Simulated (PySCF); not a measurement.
A species of formula C8H16FN has this rotational fingerprint, computed with PBE0/pcSseg-1 in PySCF (dipole) on a GFN2-xTB geometry, gas phase:

* Rotational constants: A = 2856, B = 593.5, C = 521.2 MHz
* Dipole components: |μa| = 0.06 D, |μb| = 1.27 D, |μc| = 0.12 D
* Inertial defect: -58.78 u·Å²
* κ: -0.94

Question: Which structure is it? (One computed conformer of each.)
A. `[CH3:1][CH2:2]/[C:3](=[CH:4]\[N:5]([CH3:6])[CH3:7])[CH2:8][CH2:9][F:10]` with C1–C2–C3–C4 55°, C2–C3–C8–C9 74°, C3–C8–C9–F10 180°
B. `[CH3:1][C:2]([CH3:3])([CH2:4][CH2:5][F:6])[N:7]1[CH2:8][CH2:9][CH2:10]1` with C1–C2–C4–C5 179°, C2–C4–C5–F6 167°, C1–C2–N7–C8 55°, C2–N7–C8–C9 -145°, N7–C8–C9–C10 13°, C8–C9–C10–N7 -13°, C2–N7–C10–C9 145°
C. `[H]/[N:5]=[CH:4]\[CH2:3][C@@H:2]([CH3:1])[CH2:6][C:7]([CH3:8])([CH3:9])[F:10]` with C1–C2–C3–C4 61°, C2–C3–C4–N5 -127°, C1–C2–C6–C7 -103°, C2–C6–C7–C8 60°
D. `[CH3:1][CH2:2][NH:3][CH2:4][C@@H:5]1[CH2:6][CH2:7][CH2:8][C@@H:9]1[F:10]` with C1–C2–N3–C4 179°, C2–N3–C4–C5 -177°, N3–C4–C5–C6 -75°, C4–C5–C6–C7 -164°, C5–C6–C7–C8 38°, C6–C7–C8–C9 -21°, C7–C8–C9–F10 115°

Answer: D. It is CCNC[C@@H]1CCC[C@@H]1F, a near-prolate asymmetric top, point group C1. The candidates at the same level (rigid rotor, commonest isotopes):

```
                     SMILES  A (MHz)  B (MHz)  C (MHz)  μa (D)  μb (D)  μc (D)  Δ (u·Å²)  point group                        rotor
          CC/C(=C\N(C)C)CCF     2047    646.4    554.4    2.86    0.22    0.01   -117.12           C1               asymmetric top
           CC(C)(CCF)N1CCC1     1786    900.6    746.8    2.36    1.17    0.07   -167.47           C1               asymmetric top
[H]/N=C\C[C@@H](C)CC(C)(C)F     2738    593.5    560.7    2.59    1.09    2.16   -134.88           C1  near-prolate asymmetric top
     CCNC[C@@H]1CCC[C@@H]1F     2856    593.5    521.2    0.06    1.27    0.12    -58.78           C1  near-prolate asymmetric top
```

`CC(C)(CCF)N1CCC1` has B 52 % too high; `[H]/N=C\C[C@@H](C)CC(C)(C)F` has C 8 % too high; `CC/C(=C\N(C)C)CCF` has A 28 % too low. No structure here is proved a minimum.
